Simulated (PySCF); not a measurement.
# Electron correlation in Kr⁺ (krypton, charge +1)

[Ar] 3d10 4s2 4p5, 2P determinant. Calculation: PySCF 2.14, in jorge-DZP-DKH; scalar relativity by spin-free X2C-1e. Frozen: [Ar] 3d10; 7 electrons correlated.

MP2 pair energies summed by pair of shells (mhartree):

```
 pair  energy  share (%)
4p-4p  -21.85       50.9
4s-4p  -17.16       40.0
4s-4s   -3.90        9.1
```

Total MP2 correlation energy: -42.92 mhartree.

Same-spin part -9.36 and opposite-spin part -33.55 mhartree; SCS-MP2 scales them by 1/3 and 6/5 to -43.39 mhartree.

```csv
level,correlation energy (mhartree)
CCSD,-49.04
(T),-0.40
CCSD(T),-49.44
```

Diagnostics: T1 = 0.0010, D1 = 0.0021, largest double amplitude 0.030.

Cost of the coupled-cluster step: 0.35 s of wall time on 1 thread of Neoverse-V2 (shared host), for 7 correlated electrons.
